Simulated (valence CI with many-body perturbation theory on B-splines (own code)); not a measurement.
**Tl LXVII: input, log and results**

Computed by relativistic CI+MBPT: five valence electrons over a frozen Dirac-Fock core [Ne], a basis of 6 s, 6 p, 5 d, 3 f, 1 g functions for each j, with the one-electron correlation potential Σ1 (screened to all orders), the two-electron term Σ2, the three-electron term Σ3, Breit, model QED; selected single and double excitations, second order for the rest, scaled by the run's own slope (own B-spline code, finite nucleus).

Command, and the settings that its task file holds:

```sh
python run_cv.py task.json out
```

```
atom Tl  Z=81  mass_number=205  rms_radius_fm=5.4759
core [Ne]
valence 3s2 3p3
avg = 1
basis = S
breit = 1
cap = 10000
capref = 1200
cscale = 1
de = 0.0
dress = 0
eps = 2e-08
extrap = 1
h = 0.27
hh = 1
l2 = 3
lcore = 6
maxit = 1
n2 = 5
natural = 1
nlev = 20
nno = [3, 3, 3, 2, 1]
nroot = 26
nsp = [3, 3, 2, 1, 0]
pt2 = 1
qed = 1
rpa = 1
s1 = 1
s2 = 1
s3 = 1
screen = 1
tol = 2e-05
whole = 1
```

It took 15 s on 1 thread of Arm Neoverse V1 (shared host).

Log. The first blocks belong to the next ion, which gives the ionisation energy. Fields: 2J, parity (1 odd), roots, reference size, generating configurations, candidates as configurations/state functions, variational space P, stored matrix elements, Davidson steps; e2 is the range of second-order energies in hartree. The first line gives the box (bohr), its intervals, the orbitals and the steps of their self-consistent field. Window is the range of levels sought, series limit the energy at which the first omitted orbital would enter, core excitation an estimate of the first excitation out of the core, left out the lowest levels not solved, and shifts from estimates the range by which levels moved from their first estimate, all in cm⁻¹.

```
rmax 1.3 intervals 53 orbitals 36 references ['3s2 3p3', '3s2 3p2 3d', '3s 3p4', '3s2 3p 3d2', '3s 3p3 3d'] scf 3 t 0.7
2J=0 par=0 roots 2 ref 24 generators 6 cand 2710/4112 P 725/999 nnz 0 it 0
2J=0 par=0 roots 2 ref 24 generators 8 cand 2455/4107 P 1504/2252 nnz 0 it 1
   second order: generators 11 cand 1676/2854 e2 -0.00001 -0.00000
reference levels 559, estimated 66, window 7683730 1/cm; series limit 40447307, core excitation 80503760
2J=3 par=1 roots 4 ref 66 generators 9 cand 5904/48374 P 941/3563 nnz 1.3e+06 it 1
2J=3 par=1 roots 4 ref 66 generators 18 cand 7274/66622 P 2081/9997 nnz 9.4e+06 it 1
   second order: generators 25 cand 6662/69096 e2 -0.00154 -0.00020
2J=3 par=0 roots 7 ref 71 generators 11 cand 6998/65284 P 881/3583 nnz 1.4e+06 it 1
2J=3 par=0 roots 7 ref 71 generators 22 cand 7867/75486 P 2026/10000 nnz 8.5e+06 it 1
   second order: generators 31 cand 8926/95555 e2 -0.00287 -0.00081
2J=5 par=0 roots 7 ref 74 generators 12 cand 7042/77946 P 869/3603 nnz 1.5e+06 it 1
2J=5 par=0 roots 7 ref 74 generators 21 cand 7660/90110 P 1928/9989 nnz 8.6e+06 it 1
   second order: generators 34 cand 10067/132287 e2 -0.00348 -0.00163
2J=5 par=1 roots 3 ref 65 generators 7 cand 5743/56471 P 831/3589 nnz 1.5e+06 it 1
2J=5 par=1 roots 3 ref 65 generators 15 cand 7382/79534 P 1900/9994 nnz 9.3e+06 it 1
   second order: generators 21 cand 6841/84253 e2 -0.00146 -0.00069
2J=1 par=1 roots 3 ref 41 generators 8 cand 5673/31978 P 1140/3556 nnz 1.2e+06 it 1
2J=1 par=1 roots 3 ref 41 generators 16 cand 6648/36813 P 2724/10000 nnz 8.1e+06 it 1
   second order: generators 23 cand 5592/35329 e2 -0.00019 -0.00011
2J=1 par=0 roots 5 ref 44 generators 11 cand 6447/35715 P 1163/3553 nnz 1.2e+06 it 1
2J=1 par=0 roots 5 ref 44 generators 21 cand 7193/41808 P 2724/9999 nnz 7.7e+06 it 1
   second order: generators 28 cand 7471/50566 e2 -0.00066 -0.00025
2J=7 par=0 roots 4 ref 54 generators 10 cand 6832/77692 P 746/3570 nnz 1.6e+06 it 1
2J=7 par=0 roots 4 ref 54 generators 14 cand 7184/83063 P 1613/9993 nnz 1e+07 it 1
   second order: generators 22 cand 7841/99613 e2 -0.00183 -0.00139
2J=9 par=0 roots 1 ref 34 generators 1 cand 1216/12616 P 731/3535 nnz 1.9e+06 it 1
2J=9 par=0 roots 1 ref 34 generators 7 cand 5218/57152 P 1616/10000 nnz 1.4e+07 it 1
   second order: generators 15 cand 7053/81997 e2 -0.00012 -0.00012
2J=7 par=1 roots 1 ref 51 generators 4 cand 4506/45548 P 810/3563 nnz 1.5e+06 it 1
2J=7 par=1 roots 1 ref 51 generators 9 cand 6588/65740 P 1680/9991 nnz 1.1e+07 it 1
   second order: generators 14 cand 6518/80422 e2 -0.00052 -0.00052
left out: unestimated 11119780, estimated 8588956, shifts from estimates -2683 to 2066
operators 0.5
```

The Davidson iterations stopped at their limit. The settings are bad on purpose, so the numbers may not be properties of the ion.

The last digits are not significant, and no measured levels were compared; by estimate large intervals hold to a few tenths of a per cent, small ones and those within an open d or f shell to about a per cent. Among the levels kept, up to 760 cm⁻¹ of a level comes from second order outside the variational space, and about a tenth of that is noise between levels of different J, which matters for small intervals.

| Item | Value |
| --- | --- |
| Valence energy | -1538.477 hartree |
| Ionisation energy | 7567.2 eV (NIST: 7570 ± 40 eV (theoretical)) |
| Reference configurations for the orbitals | 3s2 3p3, 3s2 3p2 3d, 3s 3p4, 3s2 3p 3d2, 3s 3p3 3d |
| Radial orbitals | 36 |
| Box radius | 1.258 bohr |
| Largest variational space | 10000 |
| Lowest levels | (3s^2 3p1/2^2 3p3/2) J=3/2 0.00, (3s^2 3p1/2^2 3d3/2) J=3/2 2081.9, (3s^2 3p1/2^2 3d5/2) J=5/2 3204.4, (3s^2 3p1/2 3p3/2^2) J=3/2 4312.1, (3s^2 3p1/2 3p3/2^2) J=5/2 4417.0, (3s^2 3p1/2 3p3/2^2) J=1/2 4554.8, (3s 3p1/2^2 3p3/2^2) J=5/2 5942.8, (3s 3p1/2^2 3p3/2^2) J=3/2 6198.8, (3s 3p1/2^2 3p3/2^2) J=1/2 6226.4, (3s^2 3p1/2 3p3/2 3d3/2) J=5/2 [a] 6366.4, (3s^2 3p1/2 3p3/2 3d3/2) J=1/2 [a] 6396.7, (3s^2 3p1/2 3p3/2 3d3/2) J=3/2 [a] 6404.6, (3s^2 3p1/2 3p3/2 3d3/2) J=7/2 6476.1, (3s^2 3p1/2 3p3/2 3d3/2) J=5/2 [b] 6751.3 × 10³ cm⁻¹ |

Levels are named by their leading jj configuration (3d3/2^4 stands for four electrons in 3d with j = 3/2), which in mixed levels can hold well under half, so a name can repeat and another be missing. Letters in brackets count levels of one name in rising energy.
